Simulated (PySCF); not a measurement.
Compound: C₆H₈F₃ (doublet state).
Z-matrix (Å and degrees, GFN2-xTB geometry), rows numbered from 1:
```
C 
C   1  1.4521
C   2  1.2937  1  144.00
C   3  1.5265  2  125.19  1    -0.82
F   4  1.3833  3  109.07  2  -131.32
C   4  1.5277  3  111.03  2   109.31
C   6  1.5213  4  110.86  3  -174.81
F   7  1.3573  6  110.45  4    67.55
F   7  1.3546  6  110.67  4  -175.37
H   1  1.0908  2  109.93  3    81.17
H   1  1.0946  2  111.47  3   -40.05
H   1  1.0917  2  110.56  3  -159.82
H   3  1.0829  2  122.06  1   179.93
H   4  1.0962  3  110.83  2   -14.68
H   6  1.0911  4  109.88  3    65.43
H   6  1.0910  4  109.49  3   -54.59
H   7  1.1001  6  113.37  4   -53.72
```

The hyperfine couplings belong to this conformer and change with its torsions.

The species is `C/[C]=C\[C@H](F)CC(F)F` [radical].

Method used: UKS B3LYP, pcH-1 on C F H, non-relativistic, mean-field spin-orbit, GIAO (PySCF 2.14.0). The structure is a single GFN2-xTB conformer in the gas phase; no vibrational or solvent corrections. GFN2-xTB frequencies show an imaginary mode (59i cm⁻¹), so this geometry is no minimum at that level. Couplings are sensitive to structure, and on GFN2-xTB geometries they can be far from those on DFT ones.

Task: Count the α and β electrons and give S(S+1).

Result: Nα = 36, Nβ = 35 (71 in all), and S(S+1) = 0.75 for S = 1/2.

Mulliken spin populations, one withheld:

```
atom           bound to  population
  C1  C2, H10, H11, H12     -0.0481
  C2             C1, C3     +0.9936
  C3        C2, C4, H13     -0.1562
  C4    C3, F5, C6, H14           ?
  F5                 C4     +0.0038
  C6   C4, C7, H15, H16     +0.0005
  C7    C6, F8, F9, H17     +0.0013
  F8                 C7      0.0000
  F9                 C7     +0.0005
 H10                 C1     +0.0107
 H11                 C1     +0.0464
 H12                 C1     +0.0309
 H13                 C3     +0.0471
 H14                 C4     -0.0042
 H15                 C6     +0.0005
 H16                 C6      0.0000
 H17                 C7     -0.0002
```

Task: Fill in the missing population.

Result: 1 − (0.9266) gives +0.073, since all populations sum to 2S.

Task: Sum the populations by element and by sign.

Result: Carbon +0.86, hydrogen +0.13, fluorine 0.00. The positive populations sum to 1.21, the negative ones to -0.21.

Task: With ⟨S²⟩ = 0.7587, find the sum of squared α–β overlaps and estimate the admixture of higher spin.

Result: For a single determinant ⟨S²⟩ = S(S+1) + Nβ − Σ|⟨iα|jβ⟩|², so the squared overlaps of occupied orbitals sum to 35 − 0.0087 = 34.9913. If the quartet state (S + 1) were the only admixture, its weight would be 0.0087/(2S + 2) = 0.29 %.

Task: What Fermi-contact NMR shifts do the couplings of C1, C3, F5, C6, C7, F9, H14 imply at 250 K (Curie law, g = gₑ)?

Result: δ = a_FC·h·gₑ μB S(S+1)/(3 g_N μN kT), with k/h = 20836.6 MHz/K:

| nuclei | isotope | a_FC (MHz) | g_N | contact shift (ppm) |
| --- | --- | --- | --- | --- |
| C1 | 13C | 9.70 | 1.4048 | +1218 |
| C3 | 13C | -11.07 | 1.4048 | -1390 |
| F5 | 19F | 0.39 | 5.2577 | +13 |
| C6 | 13C | -3.23 | 1.4048 | -405 |
| C7 | 13C | 2.20 | 1.4048 | +276 |
| F9 | 19F | 2.54 | 5.2577 | +85 |
| H14 | 1H | -7.41 | 5.5857 | -234 |

The sign follows the spin density at the nucleus: positive density means a positive shift.
